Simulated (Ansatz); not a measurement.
`ClBC[O][GeH3]` + `N[SiH](F)F` → `F[SiH](F)[NH][GeH3]` + `OCBCl`  (ligand exchange at a Ge–O bond)

Isolated molecules relaxed with PBE0-D4/def2-TZVP in Ansatz; ΔE leaves out vibrations. CCSD(T)/CBS is the MP2 limit (def2-TZVPP, def2-QZVPP) plus CCSD(T) − MP2 in def2-TZVPP, frozen cores. This one scheme is used for every species. For Ge outer-core shells are correlated without core-valence functions, which leaves a few kJ/mol of doubt a bond. Scalar relativity is left out up to krypton. One conformer a species, not always the lowest.

```csv
species,HF/def2-TZVPP energy (Eh)
`ClBC[O][GeH3]`,-2675.87776
`N[SiH](F)F`,-544.32048
`F[SiH](F)[NH][GeH3]`,-2620.85685
`OCBCl`,-599.33750
```

**Question.** Work out ΔE.

**Answer.** ΔE = (-2620.85685) + (-599.33750) − (-2675.87776) − (-544.32048) = 0.00389 Eh = +0.11 eV. CCSD(T)/CBS gives +0.03 eV.

Largest T1 diagnostic among the species: 0.012.

In def2-TZVPP, CCSD(T) changes the Hartree–Fock value by −0.06 eV (the triples alone add −0.00 eV) and MP2 by −0.06 eV.
